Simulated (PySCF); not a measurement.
Isomers of C3H4O. All species are isolated molecules in the gas phase. One relaxed conformer stands for each flexible species; it need not be the lowest. Strings in code marks are SMILES.

These are PBE-D3(BJ)/def2-TZVP // B3LYP-D3(BJ)/def2-TZVP in PySCF 2.14.0 values and carry that method's errors. 

```
species                           HOMO (eV)  dipole moment (D)  LUMO (eV)
--------------------------------  ---------  -----------------  ---------
`CC=C=O`                              -5.38               1.76          …
`C=C=CO`                                  …                  –      -1.28
`C=C1OC1`                             -5.78               1.59      -0.31
`CC#CO`                               -5.44               1.50          …
`OC1=CC1` (H–O–C–C torsion 180°)          …                  –      -0.07
`CC1=CO1`                             -4.26               2.53      -0.84
```

### Question
Fill in the missing entries.

### Answer

- `CC=C=O`, LUMO (eV): -1.96
- `C=C=CO`, HOMO (eV): -5.33
- `CC#CO`, LUMO (eV): -0.35
- `OC1=CC1` (H–O–C–C torsion 180°), HOMO (eV): -5.37
